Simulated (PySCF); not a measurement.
Cl2Se, SMILES Cl[Se]Cl (connectivity only; charge and spin as stated), charge +1, multiplicity 2.

Geometry optimised at PBE0-D3(BJ)/def2-TZVP. The multiplicity is an assumed one; other spin states were not compared. The isomer is the one that the SMILES or the coordinates give; other isomers of the formula were not compared.

Two levels are set side by side: PBE/def2-TZVPD (PySCF) and M06-2X/def2-TZVPD (PySCF). Same geometry, gas phase. Differences are taken from unrounded values.

| quantity | M06-2X |
|---|---|
| α-spin orbital gap (eV) | 7.75 |
| β-spin orbital gap (eV) | 7.01 |
| mean polarisability (bohr³) | 49.0 |

**Question.** What does PBE give, and how far is it from M06-2X? (The exact figures need the calculation; the answer reports its results.)

**Answer.** 
```tsv
quantity	PBE	PBE minus M06-2X
α-spin orbital gap (eV)	3.21	-4.54
β-spin orbital gap (eV)	2.58	-4.44
mean polarisability (bohr³)	50.6	1.6
```

Loosely held outer electrons make PBE densities more polarisable. Differences between two approximate levels are no errors against the true value.

Rough cost on one machine, each run with all the roots and properties that it gave: M06-2X against PBE within a factor of 2.
